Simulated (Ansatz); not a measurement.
Calculated with Ansatz (gas phase, PBE0-D4/def2-TZVP geometries, no zero-point term in ΔE). CBS: MP2 limit from def2 TZ/QZ plus the TZ coupled-cluster correction, frozen cores. This one scheme is used for every species, atoms too. Functionals use def2-TZVPP. No spin–orbit coupling; open shells (•) take unrestricted orbitals. Spin–orbit coupling would lower the free atoms: a little for C, F. Each species was taken in one conformer, which may not be the lowest.

Consider the atomization: `F/C=C\C=C(F)F` → 4 C• + 3 F• + 3 H•.

Task: What is ΔE at CCSD(T)/CBS? (An estimate is asked.)

Result: The calculation gave: +4345.0 kJ/mol.

Task: What do these levels give: LDA (SPW92), PBE-D4, r2SCAN-D4, B97M-V, LC-ωPBE, SCS-MP2/def2-TZVPP? (Estimate.)

Result: Ansatz gave: LDA (SPW92) 5214.7, PBE-D4 4577.9, r2SCAN-D4 4403.9, B97M-V 4378.3, LC-ωPBE 4391.1, SCS-MP2/def2-TZVPP 4298.9 kJ/mol.

Largest T1 diagnostic among the species: 0.013.

From BLYP to BHLYP (50 % exact exchange), in def2-TZVPP and without D4, ΔE moves by −234.6 kJ/mol: exact exchange takes away binding that semilocal exchange gives to molecules. In def2-TZVPP, CCSD(T) changes the Hartree–Fock value by +1168.1 kJ/mol (the triples alone add +94.0 kJ/mol) and MP2 by +1327.3 kJ/mol; breaking electron pairs costs correlation energy, which Hartree–Fock lacks.

For atomizations the MP2-based limit and the directly extrapolated one differ by several kJ/mol either way, and by 10 to 25 for some Ge, Se and Sn compounds, so smaller differences from it don't rank the levels.
